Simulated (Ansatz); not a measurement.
Stepwise reaction of `[CH3][AlH][SiH3]` with water, as a gas-phase model of exchange steps in deposition or etching. ΔE in kJ/mol.

Computed with Ansatz on PBE0-D4/def2-TZVP structures; ΔE is electronic, products minus reactants. CBS: MP2 limit from def2 TZ/QZ plus the TZ coupled-cluster correction, frozen cores. This one scheme is used for every species. Functionals use def2-TZVPP. B3LYP here is the variant with VWN-RPA as its local correlation; programs differ in this. One conformer a species, not always the lowest.

```json
{"step": "1", "reaction": "`[CH3][AlH][SiH3]` + H₂O → `[CH3][Al]([OH])[SiH3]` + H₂", "PBE-D4": "-125.0", "B3LYP-D4": "-129.8", "ωB97M-V": "-127.9", "CCSD(T)/CBS": "-126.6"}
```

Task: Give the row of step 2, `[CH3][Al]([OH])[SiH3]` + H₂O → `[CH3][Al]([OH])[SiH2]O` + H₂. (Best estimate.)

Result: Computed: 
```
step                                                       reaction  PBE-D4  B3LYP-D4  ωB97M-V  CCSD(T)/CBS
   2  `[CH3][Al]([OH])[SiH3]` + H₂O → `[CH3][Al]([OH])[SiH2]O` + H₂   -42.2     -48.9    -47.0        -45.2
```

Task: By hand: ΔE of the 2 steps together at CCSD(T)/CBS.

Result: (-126.6) + (-45.2) = -171.8 kJ/mol, or -85.9 kJ/mol a step.

In ΔE each step is higher than the one before. All are downhill at CCSD(T)/CBS. PBE-D4 differs from CCSD(T)/CBS by 1.6 to 3.0 kJ/mol a step. Isolated molecules leave out the surface, adducts and barriers. Largest T1 diagnostic: 0.013.
